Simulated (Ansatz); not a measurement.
`O[SiH](O)[O][AlH2]` + HCl → `[AlH2][Cl]` + `O[SiH](O)O`  (ligand exchange at the Al–O bond)

Gas-phase electronic energies from Ansatz, PBE0-D4/def2-TZVP geometries. CBS: MP2 limit from def2 TZ/QZ plus the TZ coupled-cluster correction, frozen cores. This one scheme is used for every species. Functionals use def2-TZVPP. B3LYP here is the variant with VWN-RPA as its local correlation; programs differ in this. Each species was taken in one conformer, which may not be the lowest.

```csv
level,ΔE (kJ/mol),difference from CCSD(T)/CBS
PBE-D4,-11.3,-5.9
PBE0-D4,-11.5,-6.1
ωB97X-V,-7.1,-1.7
B2PLYP,-4.4,1.0
PBE0,-13.9,-8.5
B3LYP,-6.1,-0.7
HF/def2-TZVPP,-6.9,-1.5
CCSD/def2-TZVPP,-1.8,3.6
HF/def2-QZVPP,-4.7,0.7
MP2/def2-QZVPP,-5.1,0.3
CCSD(T)/CBS,-5.4,0
```

Largest T1 diagnostic among the species: 0.012.

The D4 term adds +3.9 kJ/mol with B3LYP and +2.4 kJ/mol with PBE0; it sums over pairs of atoms, weighted by their polarisabilities, and B3LYP, whose exchange is more repulsive, gets the larger term.
